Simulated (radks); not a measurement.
The numbers below are computed, except where a source is named.
Problem. Isoelectronic series with 8 electrons, all held in the configuration [He] 2s2 2p4, which need not be the ground one along the series. Code: a radial shooting solver on a logarithmic mesh with Libxc functionals. Model: Dirac Kohn-Sham, PBE, spin-unpolarised, spherical densities, point nucleus; open shells fill j = l - 1/2 first. Total energies (hartree) and orbital eigenvalues (eV):

ion    E (hartree)      2p3/2      2p1/2      2s1/2
O        -75.00273    -9.0132    -9.0498   -23.9561
Ne2+    -126.60080   -54.7630   -54.8986   -78.1164
Mg4+    -192.33472  -128.6838  -129.0427  -160.7197
Al5+    -230.50622  -175.9895  -176.5296  -212.4612
Si6+    -272.22013  -230.1545  -230.9367  -271.1359
P7+     -317.48235  -291.1645  -292.2617  -336.7413
S8+     -366.29965  -359.0105  -360.5094  -409.2824
Cl9+    -418.67955  -433.6872  -435.6890  -488.7691
Ar10+   -474.63031  -515.1915  -517.8132  -575.2147
K11+    -534.16084  -603.5218  -606.8974  -668.6359
Ca12+   -597.28071  -698.6779  -702.9596  -769.0517
Sc13+   -664.00017  -800.6604  -806.0199  -876.4834
Ti14+   -734.33010  -909.4705  -916.1006  -990.9542
V15+    -808.28206  -1025.110  -1033.226  -1112.490
Cr16+   -885.86824  -1147.583  -1157.421  -1241.116
Mn17+   -967.10153  -1276.890  -1288.715  -1376.864

Estimate the row of F+.

Solution. E (hartree) -99.03364; 2p3/2 -28.2745; 2p1/2 -28.3490; 2s1/2 -47.3787.
